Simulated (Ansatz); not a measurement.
Mulliken charges of `[OH][Mo]([OH])([F])([F])([F])[Cl]` from ωB97M-V/def2-TZVPP in Ansatz (PBE0-D4/def2-TZVP geometry).

| atom | x (Å) | y (Å) | z (Å) | charge (e) |
| --- | --- | --- | --- | --- |
| O1 | -0.598 | 0.203 | 1.543 | -0.371 |
| Mo2 | 0.247 | 0.002 | -0.092 | 1.439 |
| O3 | -1.018 | 0.953 | -1.014 | -0.361 |
| F4 | -0.759 | -1.472 | -0.599 | -0.339 |
| F5 | 1.222 | 1.529 | 0.191 | -0.311 |
| F6 | 1.291 | -1.188 | 0.892 | -0.343 |
| Cl7 | 1.691 | -0.447 | -1.805 | -0.172 |
| H8 | -0.256 | -0.228 | 2.336 | 0.227 |
| H9 | -1.819 | 0.647 | -1.451 | 0.231 |

Q: By hand: the dipole of these point charges (1 e Å = 4.8032 D).

A: Σ q r = (-0.390, 0.189, 0.004) e Å, of length 0.433 e Å = 2.08 D.

Q: How does the dipole of the full density compare? (An estimate is asked.)

A: Ansatz gave: (-0.552, 0.124, 0.165) e Å, 2.83 D; the point charges give 0.73 times that, at 20° from its direction.

Point charges leave out the atoms' own dipoles, such as those of lone pairs, and Mulliken's split depends on the basis, so the two needn't agree.
